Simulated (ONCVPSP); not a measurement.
bismuth (Bi): one change to an ONCV potential, before and after

ONCVPSP 4.0.1 input, shortened (lines: element, Z, core and valence counts, functional; n l f; lmax; l rc ep ncon nbas qcut; lloc lpopt rc5 dvloc0; l nproj debl; icmod fcfact rcfact), LDA (Perdew-Zunger), fully relativistic:

```
  Bi 83.00   10    5        3      upf
    1    0    2.00
    2    0    2.00
    2    1    6.00
    3    0    2.00
    3    1    6.00
    3    2   10.00
    4    0    2.00
    4    1    6.00
    4    2   10.00
    4    3   14.00
    5    0    2.00
    5    1    6.00
    5    2   10.00
    6    0    2.00
    6    1    2.00
    2
    0    1.05    0.00    3    7    9.00
    1    1.60    0.00    4    9    7.40
    2    1.25    0.00    4    9    7.50
    4    4    0.85    0.00
    0    2    2.20
    1    3    2.30
    2    1    0.90
    1    0.75    0.00
```

Open shells are filled in proportion to 2j + 1.

Change: s: rc 1.3.

Cutoffs: the cutoffs (Ha) at which the residual kinetic energy of the hardest occupied pseudo-wave falls to 1 and 0.1 mHa per electron; they do not see the model core or the augmentation charge, which bear on the density cutoff. Errors are all-electron minus pseudo energies relative to the spin-unpolarised reference configuration.

Task: What does the change do?

Result: The potential gets softer (39 Ha and 125 Ha → 32 Ha and 39 Ha); of the 4 tests that both files solve, the error grows in 1 and shrinks in 1 by more than 15 % and 0.3 meV (median size 0.7 → 0.7 meV); neither file shows a bound ghost. A larger radius leaves more room for a smooth pseudo-wave, so fewer plane waves are needed.

```tsv
quantity	base	changed
cutoff, loose	39 Ha	32 Ha
cutoff, tight	125 Ha	39 Ha
loose cutoff by channel	s 39 Ha, p 22 Ha, d 26 Ha	s 32 Ha, p 22 Ha, d 26 Ha
bound ghosts	none	none
GHOST(+) flags under 300 eV	s at 204.6 eV	s at 155.8 eV
error for 5s2 5p6 5d10 6s2 6p3, meV [ΔE -8.31 eV]	-0.3	-0.3
error for 5s2 5p6 5d10 6s2 6p1, meV [ΔE 15.75 eV]	-0.1	0.0
error for 5s2 5p6 5d10 6s2 6p0, meV [ΔE 39.68 eV]	-1.7	-1.1
error for 5s2 5p6 5d10 6s0 6p5, meV [ΔE 11.93 eV]	+1.0	-1.9
p3/2: phases at 1.62 bohr within 0.05 rad from the reference energy up to (Ha; the scan ends near 5)	to the end of the scan	to the end of the scan
p1/2: phases at 1.62 bohr within 0.05 rad from the reference energy up to (Ha; the scan ends near 5)	to the end of the scan	to the end of the scan
d5/2: phases at 1.27 bohr within 0.05 rad from the reference energy up to (Ha; the scan ends near 5)	3.8	3.8
d3/2: phases at 1.27 bohr within 0.05 rad from the reference energy up to (Ha; the scan ends near 5)	3.9	3.9
rms error of d²Exc/dni dnj with the model core, mHa	2.50	2.10
```
